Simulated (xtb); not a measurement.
xtb input for B(OH)(OMe)2 (C₂H₇BO₃), SMILES COB(O)OC, GFN2-xTB. 

```
$ xtb mol.xyz --gfn 2 --sp --chrg 0 --uhf 0 --json
$ cat mol.xyz
13

B     -0.15157381     0.12233408     0.37828662
O     -0.18222030     0.05690439     1.74042157
H     -0.83901220     0.63468924     2.12646741
O      0.70140871    -0.64108048    -0.35409258
C      1.61632669    -1.52825066     0.25310537
H      1.20854195    -1.94069309     1.17694828
H      1.81555025    -2.32864008    -0.46040047
H      2.54609251    -1.00089776     0.48057574
O     -1.02460278     0.96685132    -0.24200998
C     -1.06424444     1.11041744    -1.64578445
H     -0.79531595     0.17719907    -2.14172027
H     -2.08060001     1.40039907    -1.91463935
H     -0.36656598     1.89187048    -1.95714186
```

Output:

```
[banner left out]
          |                Calculation Setup                |
           -------------------------------------------------



           -------------------------------------------------
          |                 G F N 2 - x T B                 |
           -------------------------------------------------

        Reference                      10.1021/acs.jctc.8b01176
      * Hamiltonian:
        H0-scaling (s, p, d)           1.850000    2.230000    2.230000
        zeta-weighting                 0.500000
      * Dispersion:
        s8                             2.700000
        a1                             0.520000
        a2                             5.000000
        s9                             5.000000
      * Repulsion:
        kExp                           1.500000    1.000000
        rExp                           1.000000
      * Coulomb:
        alpha                          2.000000
        third order                    shell-resolved
        anisotropic                    true
        a3                             3.000000
        a5                             4.000000
        cn-shift                       1.200000
        cn-exp                         4.000000
        max-rad                        5.000000


          ...................................................
          :                      SETUP                      :
          :.................................................:
          :  # basis functions                  31          :
          :  # atomic orbitals                  31          :
          :  # shells                           19          :
          :  # electrons                        36          :
          :  max. iterations                   250          :
          :  Hamiltonian                  GFN2-xTB          :
          :  restarted?                      false          :
          :  GBSA solvation                  false          :
          :  PC potential                    false          :
          :  electronic temp.          300.0000000     K    :
          :  accuracy                    1.0000000          :
          :  -> integral cutoff          0.2500000E+02      :
          :  -> integral neglect         0.1000000E-07      :
          :  -> SCF convergence          0.1000000E-05 Eh   :
          :  -> wf. convergence          0.1000000E-03 e    :
          :  Broyden damping             0.4000000          :
          :  net charge                          0          :
          :  unpaired electrons                  0          :
          ...................................................

 iter      E             dE          RMSdq      gap      omega  full diag
   1    -21.3808043 -0.213808E+02  0.688E+00   10.24       0.0  T
   2    -21.5576409 -0.176837E+00  0.395E+00    7.45       1.0  T
   3    -21.5621090 -0.446812E-02  0.162E+00    8.42       1.0  T
   4    -21.5662616 -0.415255E-02  0.453E-01    7.93       1.0  T
   5    -21.5687902 -0.252858E-02  0.196E-01    8.18       1.0  T
   6    -21.5687859  0.426643E-05  0.532E-02    8.19       1.0  T
   7    -21.5688082 -0.222765E-04  0.101E-02    8.16       2.8  T
   8    -21.5688082 -0.560810E-08  0.573E-03    8.16       4.8  T
   9    -21.5688082 -0.702343E-07  0.225E-03    8.16      12.3  T
  10    -21.5688083 -0.757237E-07  0.612E-04    8.16      45.4  T
  11    -21.5688083 -0.630045E-08  0.164E-04    8.16     169.5  T

   *** convergence criteria satisfied after 11 iterations ***

         #    Occupation            Energy/Eh            Energy/eV
      -------------------------------------------------------------
         1        2.0000           -0.6926209             -18.8472
       ...           ...                  ...                  ...
        12        2.0000           -0.5108715             -13.9015
        13        2.0000           -0.4847393             -13.1904
        14        2.0000           -0.4824571             -13.1283
        15        2.0000           -0.4460991             -12.1390
        16        2.0000           -0.4337731             -11.8036
        17        2.0000           -0.4311668             -11.7326
        18        2.0000           -0.4164424             -11.3320 (HOMO)
        19                         -0.1165695              -3.1720 (LUMO)
        20                          0.0408138               1.1106
        21                          0.0624498               1.6993
        22                          0.1133120               3.0834
        23                          0.1477712               4.0211
       ...                                ...                  ...
        31                          0.5602841              15.2461
      -------------------------------------------------------------
                  HL-Gap            0.2998730 Eh            8.1600 eV
             Fermi-level           -0.2665060 Eh           -7.2520 eV

 SCC (total)                   0 d,  0 h,  0 min,  0.009 sec
 SCC setup                      ...        0 min,  0.000 sec (  1.332%)
 Dispersion                     ...        0 min,  0.000 sec (  0.791%)
 classical contributions        ...        0 min,  0.000 sec (  0.304%)
 integral evaluation            ...        0 min,  0.001 sec ( 15.979%)
 iterations                     ...        0 min,  0.004 sec ( 42.458%)
 molecular gradient             ...        0 min,  0.003 sec ( 36.933%)
 printout                       ...        0 min,  0.000 sec (  2.021%)

         :::::::::::::::::::::::::::::::::::::::::::::::::::::
         ::                     SUMMARY                     ::
         :::::::::::::::::::::::::::::::::::::::::::::::::::::
         :: total energy             -21.397796637312 Eh    ::
         :: gradient norm              0.000189132891 Eh/a0 ::
         :: HOMO-LUMO gap              8.159959024929 eV    ::
         ::.................................................::
         :: SCC energy               -21.568796835333 Eh    ::
         :: -> isotropic ES            0.100620846197 Eh    ::
         :: -> anisotropic ES         -0.003823169510 Eh    ::
         :: -> anisotropic XC          0.001036868790 Eh    ::
         :: -> dispersion             -0.005921336378 Eh    ::
         :: repulsion energy           0.171000198021 Eh    ::
         :: add. restraining           0.000000000000 Eh    ::
         :: total charge               0.000000000000 e     ::
         :::::::::::::::::::::::::::::::::::::::::::::::::::::

           -------------------------------------------------
          |                Property Printout                |
           -------------------------------------------------

    * Orbital Energies and Occupations

         #    Occupation            Energy/Eh            Energy/eV
      -------------------------------------------------------------
         1        2.0000           -0.6926209             -18.8472
       ...           ...                  ...                  ...
         6        2.0000           -0.5881046             -16.0031
         7        2.0000           -0.5616284             -15.2827
         8        2.0000           -0.5466247             -14.8744
         9        2.0000           -0.5458693             -14.8539
        10        2.0000           -0.5235846             -14.2475
        11        2.0000           -0.5200728             -14.1519
        12        2.0000           -0.5108715             -13.9015
        13        2.0000           -0.4847393             -13.1904
        14        2.0000           -0.4824571             -13.1283
        15        2.0000           -0.4460991             -12.1390
        16        2.0000           -0.4337731             -11.8036
        17        2.0000           -0.4311668             -11.7326
        18        2.0000           -0.4164424             -11.3320 (HOMO)
        19                         -0.1165695              -3.1720 (LUMO)
        20                          0.0408138               1.1106
        21                          0.0624498               1.6993
        22                          0.1133120               3.0834
        23                          0.1477712               4.0211
        24                          0.1550796               4.2199
        25                          0.2023871               5.5072
        26                          0.2058850               5.6024
        27                          0.2089039               5.6846
        28                          0.2134577               5.8085
        29                          0.3578050               9.7364
       ...                                ...                  ...
        31                          0.5602841              15.2461
      -------------------------------------------------------------
                  HL-Gap            0.2998730 Eh            8.1600 eV
             Fermi-level           -0.2665060 Eh           -7.2520 eV

     #   Z          covCN         q      C6AA      α(0)
     1   5 B        2.395     0.545    18.184     7.890
     2   8 O        1.593    -0.494    22.807     6.445
     3   1 H        0.806     0.313     0.682     1.297
     4   8 O        1.637    -0.365    20.199     6.067
     5   6 C        3.640     0.034    20.348     6.487
     6   1 H        0.924     0.051     2.302     2.373
     7   1 H        0.924     0.056     2.241     2.341
     8   1 H        0.924     0.048     2.347     2.396
     9   8 O        1.637    -0.377    20.410     6.098
    10   6 C        3.639     0.033    20.375     6.492
    11   1 H        0.924     0.049     2.328     2.386
    12   1 H        0.924     0.057     2.230     2.335
    13   1 H        0.924     0.047     2.357     2.401

 Mol. C6AA /au·bohr⁶  :       1355.394226
 Mol. C8AA /au·bohr⁸  :      29229.346599
 Mol. α(0) /au        :         55.007269


Wiberg/Mayer (AO) data.
largest (>0.10) Wiberg bond orders for each atom

 ---------------------------------------------------------------------------
     #   Z sym  total        # sym  WBO       # sym  WBO       # sym  WBO
 ---------------------------------------------------------------------------
     1   5 B    3.375 --     4 O    1.118     2 O    1.110     9 O    1.101
     2   8 O    2.109 --     1 B    1.110     3 H    0.884
     3   1 H    0.902 --     2 O    0.884
     4   8 O    2.229 --     1 B    1.118     5 C    0.977
     5   6 C    3.940 --     7 H    0.982     6 H    0.981     8 H    0.979
                             4 O    0.977
     6   1 H    0.997 --     5 C    0.981
     7   1 H    0.997 --     5 C    0.982
     8   1 H    0.998 --     5 C    0.979
     9   8 O    2.214 --     1 B    1.101    10 C    0.977
    10   6 C    3.942 --    12 H    0.982    11 H    0.981    13 H    0.979
                             9 O    0.977
    11   1 H    0.998 --    10 C    0.981
    12   1 H    0.997 --    10 C    0.982
    13   1 H    0.998 --    10 C    0.979
 ---------------------------------------------------------------------------

Topologies differ in total number of bonds
Writing topology from bond orders to xtbtopo.mol

molecular dipole:
                 x           y           z       tot (Debye)
 q only:        0.009      -0.017      -0.119
   full:       -0.040       0.043      -0.090       0.274
molecular quadrupole (traceless):
                xx          xy          yy          xz          yz          zz
 q only:       -0.112      -2.394      -0.350       0.360      -0.518       0.462
  q+dip:        0.542      -0.943       0.318      -0.663       0.614      -0.860
   full:        0.359      -1.225       0.141      -0.380       0.306      -0.499


           -------------------------------------------------
          | TOTAL ENERGY              -21.397796637312 Eh   |
Note: The following floating-point exceptions are signalling: IEEE_UNDERFLOW_FLAG IEEE_DENORMAL
normal termination of xtb
          | GRADIENT NORM               0.000189132891 Eh/α |
          | HOMO-LUMO GAP               8.159959024929 eV   |
           -------------------------------------------------

------------------------------------------------------------------------
------------------------------------------------------------------------
 total:
 SCF:
```

The run converged.
